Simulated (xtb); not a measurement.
silane (H4Si), singlet, geometry from GFN2-xTB. Base run: xtb 6.7.1 with GFN2-xTB.

Here is a job for xtb.
```
$ xtb mol.xyz --gfn 2 --json

# file mol.xyz
5

Si    -0.00000000     0.00000000    -0.00000000
H      0.85687118     0.83207387     0.84090169
H     -0.85685565    -0.82713035     0.84578045
H     -0.82961346     0.85438800    -0.84584481
H      0.82959793    -0.85933152    -0.84083733
```

Variants of this job, named by their change:

```json
[
 {"change": "base", "ΔE vs base (kJ/mol)": "0.00", "HOMO-LUMO gap (eV)": "6.71", "G_solv (kcal/mol)": "-", "SCF cycles": "9"},
 {"change": "alpb = dmf", "ΔE vs base (kJ/mol)": "0.51", "HOMO-LUMO gap (eV)": "6.75", "G_solv (kcal/mol)": "0.08", "SCF cycles": "9"},
 {"change": "etemp = 5000", "ΔE vs base (kJ/mol)": "-0.21", "HOMO-LUMO gap (eV)": "6.71", "G_solv (kcal/mol)": "-", "SCF cycles": "9"},
 {"change": "acc = 0.0001", "ΔE vs base (kJ/mol)": "0.00", "HOMO-LUMO gap (eV)": "6.71", "G_solv (kcal/mol)": "-", "SCF cycles": "12"},
 {"change": "acc = 1000", "ΔE vs base (kJ/mol)": "0.00", "HOMO-LUMO gap (eV)": "6.71", "G_solv (kcal/mol)": "-", "SCF cycles": "4"},
 {"change": "alpb = benzene", "ΔE vs base (kJ/mol)": "4.00", "HOMO-LUMO gap (eV)": "6.70", "G_solv (kcal/mol)": "0.95", "SCF cycles": "9"},
 {"change": "file = coord", "ΔE vs base (kJ/mol)": "0.00", "HOMO-LUMO gap (eV)": "6.71", "G_solv (kcal/mol)": "-", "SCF cycles": "9"}
]
```

ALPB and GBSA are two models with their own fitted parameters for each solvent, which aren't always the measured dielectric constant.
